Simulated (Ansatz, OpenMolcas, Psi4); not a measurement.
Exact exchange and the HOMO–LUMO gap of I2 (iodine)

I2: 2 atoms, total charge 0, spin state singlet. SMILES: `II`. Geometry: relaxed at PBE0-D4/def2-TZVP.

The HOMO–LUMO gap y, in eV, basis def2-TZVPP with a core potential; a is the functional's share of exact exchange. Programs: Ansatz 0.2.0, OpenMolcas 26.06, Psi4 1.11.

```
functional     program     a  y (eV)
    r2SCAN        Psi4     0    2.18
    revPBE        Psi4     0    1.90
     TPSSh        Psi4   0.1    2.76
     B3LYP        Psi4   0.2    3.31
      PBE0        Psi4  0.25    3.75
   r2SCAN0      Ansatz  0.25       ?
  r2SCAN50  OpenMolcas   0.5    5.68
```

Problem. Fit y = c + s·a to the known rows and predict r2SCAN0.

Solution. 
1. Means of the 6 rows: a = 0.1750, y = 3.263.
2. Σ(Δa)² = 0.17875, Σ(Δa·Δy) = 1.289, so the slope is 1.289/0.17875 = 7.2112.
3. Intercept: 3.263 − (7.2112) × 0.1750 = 2.001. The largest residual of the fit is 0.18.
4. r2SCAN0: 2.001 + (7.2112) × 0.25 = 3.80 eV.

The run gave 3.93 eV, so the prediction is off by -0.13 eV, within the largest residual. Exact exchange lowers occupied levels and raises empty ones. The rows mix families of semi-local functionals, which the line can't see.
